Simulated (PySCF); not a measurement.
BHCl2, SMILES ClBCl.

Geometry: PBE0-D3(BJ)/def2-TZVP.

Calculation: PySCF with TDA-B3LYP/def2-SVPD.

Vertical excitations. The molecule is in vacuum. State labels are in the subgroup C2v.

Computed excitation energies, oscillator strengths and character:
```csv
state,symmetry,energy (eV),λ (nm),f,main pairs
S1,B1,5.69,218,0.001,HOMO→LUMO 100 %
S2,A2,5.74,216,0.000,HOMO−1→LUMO 100 %
S3,B2,6.95,178,0.179,HOMO−2→LUMO 92 %
S4,A1,8.16,152,0.029,HOMO−3→LUMO 84 %
S5,B2,8.40,148,0.097,HOMO−1→LUMO+1 93 %
S6,A1,8.41,147,0.051,HOMO→LUMO+1 90 %
S7,B1,8.62,144,0.002,HOMO−5→LUMO 99 %
S8,A2,8.68,143,0.000,HOMO−4→LUMO 98 %
S9,A2,8.76,142,0.000,HOMO−2→LUMO+1 98 %
S10,A1,9.13,136,0.097,HOMO→LUMO+2 94 %
T1,B1,5.30,234,0,HOMO→LUMO 98 %
T2,A2,5.55,223,0,HOMO−1→LUMO 100 %
T3,B2,5.77,215,0,HOMO−2→LUMO 99 %
T4,A1,6.65,186,0,HOMO−3→LUMO 99 %
```
Triplets are in the Tamm–Dancoff approximation.
